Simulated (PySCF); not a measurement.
SMILES [SiH2]([SiH2]OC)O at its GFN2-xTB optimised geometry (Å):

```
13

C      1.9621    -1.6481     0.0290
O      0.7160    -1.0299     0.0160
Si     0.4090     0.5651     0.0000
Si    -1.8758     0.5651     0.0000
O     -2.3929     2.1151     0.0000
H      2.5408    -1.3738    -0.8564
H      2.5297    -1.3561     0.9160
H      1.8103    -2.7281     0.0389
H      1.0996     1.1975    -1.1425
H      1.0781     1.2156     1.1519
H     -2.4943    -0.1258     1.1456
H     -2.5408     0.0974    -1.2153
H     -2.1861     2.7281     0.6983
```

Computed with PBE/def2-TZVP run with PySCF.

Map of the Laplacian of the electron density (e/bohr⁵), clipped to [-1.50, 1.50] on the plane z = 0.6 Å:

```
|555555555555555555555555555|
|555555555555555555555555555|
|555555555555555555555555555|
|555555555555555555555555555|
|555555555555555555555555555|
|555555555555555555555555555|
|555555504555555555555555555|
|555555646555555555555555555|
|555555666555555555555555555|
|555555555555555555555555555|
|555555555555554445555555555|
|555555559644459545555555555|
|555555459644469655555555555|
|555555444555555555555555555|
|555555545555555555555555555|
|555555555555556665555555555|
|555555555555556665544555555|
|555555555555556665424555555|
|555555555555555555555555555|
|555555555555555555555555555|
|555555555555555555555555555|
|555555555555555555555555555|
|555555555555555555555555555|
|555555555555555555555555555|
|555555555555555555555555555|
|555555555555555555555555555|
|555555555555555555555555555|
```
Scale: ten equal steps from -1.50 (start of '0') to 1.50 (end of '9'), in the order '0123456789'; x runs from -5.00 to 5.00, y from -5.00 (bottom) to 5.00 (top).
